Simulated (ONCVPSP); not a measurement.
Ar, ONCV: configuration errors across variants

```json
{
  "Element": "argon (Ar)",
  "Generator": "ONCVPSP 4.0.1",
  "Type": "optimised norm-conserving Vanderbilt (ONCV)",
  "Functional": "PBEsol",
  "Relativity": "scalar-relativistic",
  "Frozen core": "[He]",
  "Valence charge": "16",
  "Reference configuration": "2s2 2p6 3s2 3p6",
  "Partial waves": "2s+3s: rc 0.60 bohr, ncon 4, nbas 9, qcut 21.8 1/bohr, 2 projectors; 2p+3p: rc 0.60 bohr, ncon 4, nbas 8, qcut 22.5 1/bohr, 2 projectors; d scattering state at 0.03 Ha: rc 0.50 bohr, ncon 4, nbas 8, qcut 16.9 1/bohr, local",
  "Local potential": "the d channel",
  "Core correction": "Teter function, fcfact 3.75, rcfact 1.5"
}
```

All-electron excitation energies from the reference (eV): (1) 2s2 2p6 3s2 3p5 16.014; (2) 2s2 2p6 3s2 3p4 44.618; (3) 2s2 2p6 3s2 3p3 87.140; (4) 2s1 2p6 3s2 3p6 314.166.

1 further variants failed, have other tests or another functional or relativity, and are left out.

Errors AE − PS in meV (a dash: test not solved or not reliable):

```tsv
change	(1)	(2)	(3)	(4)	bound ghosts	GHOST(+) flags above zero
base	+1.9	+5.4	+12	-316	none	none
core correction Teter function, fcfact 6.2, rcfact 1.5	+1.9	+5.4	+12	-318	none	none
s: rc 0.84	+1.9	+5.6	+13	-563	none	none
d: qcut 17.9	+1.9	+5.4	+12	-316	none	none
p: qcut 12.9	+2.2	+7.1	+18	-531	none	none
```

Give the same row for: core correction none.

+1.9, +5.4, +12, -286; bound ghosts: none; GHOST(+) flags above zero: none.
